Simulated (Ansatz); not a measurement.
C₂HFSe (`FC1=C[Se]1`), relaxed with RKS PBE-D4/def2-SVP in Ansatz from a rough embedded geometry. The force threshold is 0.03 eV/Å; the program also tests the step.

Charge 0, multiplicity 1.

Start:

```xyz
5

F     0.927    1.162    1.376
C     0.244    0.217    0.612
C    -0.286   -0.141   -0.691
Se   -0.481   -1.411    0.448
H    -0.404    0.173   -1.745
```

Problem. By how much does the energy fall, and how many steps does the optimiser take? (Estimate.)

Solution. The calculation gave: 51.16 kcal/mol, in 8 steps.

Problem. Which bonds change most? (Best estimate.)

Solution. The calculation gave: C3–Se4 from 1.717 to 2.075 Å; C2–C3 from 1.451 to 1.296 Å; C2–Se4 from 1.790 to 1.938 Å; F1–C2 from 1.394 to 1.308 Å.

Problem. Give the relaxed structure. (An estimate is asked.)

Solution. The calculation gave: 
```xyz
5

F     0.846    1.079    1.294
C     0.245    0.222    0.509
C    -0.194    0.011   -0.692
Se   -0.507   -1.560    0.627
H    -0.391    0.248   -1.738
```
